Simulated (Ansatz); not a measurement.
Mulliken charges of CH$_{6}$GeS$_{2}$, SMILES `SC[S][GeH3]` from PBE/def2-TZVPP in Ansatz (PBE0-D4/def2-TZVP geometry).

```tsv
atom	x (Å)	y (Å)	z (Å)	charge (e)
S1	-0.195	1.558	-1.246	-0.161
C2	0.983	0.957	-0.005	-0.155
S3	1.307	-0.803	-0.241	-0.228
Ge4	-0.710	-1.626	0.226	0.152
H5	-0.453	2.742	-0.661	0.093
H6	1.947	1.453	-0.118	0.145
H7	0.598	1.141	0.997	0.142
H8	-0.456	-3.086	0.627	0.003
H9	-1.282	-0.820	1.403	-0.006
H10	-1.656	-1.567	-0.980	0.015
```

Problem. By hand: the dipole of these point charges (1 e Å = 4.8032 D).

Solution. Σ q r = (-0.220, 0.137, 0.332) e Å, of length 0.421 e Å = 2.02 D.

Problem. How does the dipole of the full density compare? (Best estimate.)

Solution. Ansatz gave: (-0.096, 0.196, 0.291) e Å, 1.75 D; the point charges give 1.15 times that, at 19° from its direction.

Point charges leave out the atoms' own dipoles, such as those of lone pairs, and Mulliken's split depends on the basis, so the two needn't agree.
